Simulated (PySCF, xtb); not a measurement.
CHO3, SMILES O=C([O-])O, charge -1.

GFN2-xTB (xtb) at its own geometry gives an orbital gap of 6.41 eV.

Geometry optimised at PBE0-D3(BJ)/def2-SVPD. Other conformers were not sampled.

Task: What does CAM-B3LYP/def2-TZVPD in PySCF give? (The exact figures need the calculation; the answer reports its results.)

Result: gap 7.44 eV (levels -3.02 and 4.42 eV).
